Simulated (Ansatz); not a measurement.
CHBFNS (`FC1=NBS1`), relaxed with RKS PBE-D4/def2-SVP in Ansatz from a rough embedded geometry. The force threshold is 0.03 eV/Å; the program also tests the step.

Total charge 0; spin multiplicity 1.

Start:

```xyz
6

F     0.213   -2.439    0.064
C     0.115   -1.026    0.037
N     0.354   -0.102   -0.899
B    -0.087    1.123   -0.081
S    -0.461    0.132    1.263
H    -0.135    2.311   -0.385
```

```csv
step,energy (eV),largest force (eV/Å),largest move (Å)
1,-16750.9906,4.571,0.000
2,-16752.1647,2.061,0.155
3,-16752.2354,1.237,0.097
4,-16752.3672,0.980,0.080
5,-16752.3847,0.456,0.012
6,-16752.3924,0.102,0.016
7,-16752.3927,0.090,0.004
8,-16752.3928,0.022,0.003
```

End:

```xyz
6

F     0.216   -2.205    0.065
C     0.093   -0.897    0.013
N     0.373   -0.137   -0.986
B    -0.055    0.995   -0.145
S    -0.525    0.063    1.427
H    -0.101    2.180   -0.373
```

It took 22 s on 2 threads of an Arm Neoverse N1 on a shared host, with 0.17 GiB of host memory at the peak.
